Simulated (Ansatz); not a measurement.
Species: CH7AlN2O, net charge 0, singlet state. 
Coordinates optimised at B3LYP-D3(BJ)/def2-TZVP (Ansatz, an electronic-structure program):
SMILES: [O]([Al]([NH2])[NH2])C
```xyz
12

C      2.3652     0.0674    -0.1517
O      1.1197    -0.5434     0.0487
Al    -0.4942    -0.0398     0.0373
N     -1.7279    -1.2647     0.3492
N     -0.9192     1.6508    -0.2767
H      2.9651     0.0172     0.7628
H      2.9152    -0.4494    -0.9446
H      2.2785     1.1231    -0.4384
H     -2.7210    -1.1044     0.3786
H     -1.5218    -2.2344     0.5263
H     -0.2544     2.3874    -0.4484
H     -1.8563     2.0184    -0.3081
```
Charge 0, spin multiplicity 1.

Atomisation energy built up term by term with Ansatz (kcal/mol; UHF references for open shells; valence terms freeze the core; atomic spin-orbit terms are left out). Basis-set limits of correlation are two-point, X^-3; Hartree-Fock from the larger set.

```json
[
 {"term": "Hartree-Fock", "basis": "aug-cc-pV(Q+d)Z", "kcal/mol": "740.23"},
 {"term": "CCSD correlation", "basis": "CBS(aug-cc-pV(T+d)Z,aug-cc-pV(Q+d)Z)", "kcal/mol": "299.60"},
 {"term": "(T)", "basis": "CBS(aug-cc-pV(T+d)Z,aug-cc-pV(Q+d)Z)", "kcal/mol": "17.42"},
 {"term": "core correlation", "basis": "cc-pwCVTZ", "kcal/mol": "2.53"},
 {"term": "scalar relativity (X2C)", "basis": "cc-pVTZ-DK against cc-pVTZ", "kcal/mol": "-1.64"},
 {"term": "sum: De", "basis": "", "kcal/mol": "1058.1"}
]
```

(T) makes 1.6 % of the CCSD(T) atomisation energy; under 5 % is typical of single-reference molecules.
